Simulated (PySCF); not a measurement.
Spin-rotation constants: SMILES FC(F)[C@@H]1[C@H]2C=CC[C@@H]12, C$_{7}$H$_{8}$F$_{2}$

Molfile (atoms numbered from 1):
```
C7H8F2
     RDKit          3D

 17 18  0  0  0  0  0  0  0  0999 V2000
    2.4023   -1.9715    0.7390 F   0  0  0  0  0  0  0  0  0  0  0  0
    2.2155   -0.7103    0.2603 C   0  0  0  0  0  0  0  0  0  0  0  0
    2.7048    0.1229    1.2105 F   0  0  0  0  0  0  0  0  0  0  0  0
    0.7592   -0.4539   -0.0172 C   0  0  2  0  0  0  0  0  0  0  0  0
    0.2368    0.9619    0.0596 C   0  0  1  0  0  0  0  0  0  0  0  0
   -1.0002    1.1883   -0.7223 C   0  0  0  0  0  0  0  0  0  0  0  0
   -1.9990    0.4457   -0.2632 C   0  0  0  0  0  0  0  0  0  0  0  0
   -1.6104   -0.3593    0.9449 C   0  0  0  0  0  0  0  0  0  0  0  0
   -0.1369   -0.0464    1.1176 C   0  0  1  0  0  0  0  0  0  0  0  0
    2.8553   -0.6053   -0.6319 H   0  0  0  0  0  0  0  0  0  0  0  0
    0.3606   -1.1079   -0.7830 H   0  0  0  0  0  0  0  0  0  0  0  0
    0.9365    1.7681    0.2193 H   0  0  0  0  0  0  0  0  0  0  0  0
   -1.0360    1.8705   -1.5526 H   0  0  0  0  0  0  0  0  0  0  0  0
   -2.9947    0.3990   -0.6682 H   0  0  0  0  0  0  0  0  0  0  0  0
   -2.1866   -0.0491    1.8200 H   0  0  0  0  0  0  0  0  0  0  0  0
   -1.7916   -1.4256    0.7934 H   0  0  0  0  0  0  0  0  0  0  0  0
    0.2773   -0.0150    2.1134 H   0  0  0  0  0  0  0  0  0  0  0  0
  1  2  1  0
  2  3  1  0
  2  4  1  0
  4  5  1  0
  5  6  1  0
  6  7  2  0
  7  8  1  0
  8  9  1  0
  9  4  1  0
  9  5  1  0
  2 10  1  0
  4 11  1  6
  5 12  1  1
  6 13  1  0
  7 14  1  0
  8 15  1  0
  8 16  1  0
  9 17  1  1
M  END
```

The calculation used GIAO CAM-B3LYP/pcSseg-1 magnetisability, rotational g tensor and spin-rotation constants, non-relativistic, gas phase (PySCF). Geometry: GFN2-xTB.

(1) Give the nuclear spin-rotation constants along the inertial axes (H = +C I·J) beside the isotropic shieldings.

Answers

(1) Rotational constants 3.8926, 1.0379, 0.9541 GHz. A star marks the isotopologue with that one atom substituted, in its own axes.
```csv
atom,isotope,Caa (kHz),Cbb (kHz),Ccc (kHz),mean (kHz),σ (ppm)
F1,19F,4.857,0.976,0.625,2.153,306.5
F3,19F,4.160,0.544,0.876,1.860,325.7
H10,1H,-0.274,-0.050,0.006,-0.106,25.3
H11,1H,-0.403,-0.100,-0.025,-0.176,31.5
H12,1H,-0.360,0.000,-0.095,-0.152,29.8
H13,1H,-0.276,0.015,-0.057,-0.106,25.6
H14,1H,0.277,-0.104,-0.091,0.027,26.1
H15,1H,-0.329,-0.101,0.008,-0.141,29.0
H16,1H,-0.434,0.011,-0.075,-0.166,29.3
H17,1H,-0.312,-0.113,0.002,-0.141,29.6
C2,13C*,1.173,0.292,0.301,0.589,62.4
C4,13C*,0.636,0.179,0.173,0.329,148.9
C5,13C*,0.505,0.220,0.147,0.291,153.4
C6,13C*,1.626,0.350,0.239,0.739,40.9
C7,13C*,1.796,0.292,0.240,0.776,43.7
C8,13C*,0.636,0.190,0.176,0.334,145.0
C9,13C*,0.438,0.150,0.181,0.257,164.2
```
For the geometry as given, no vibrational averaging.
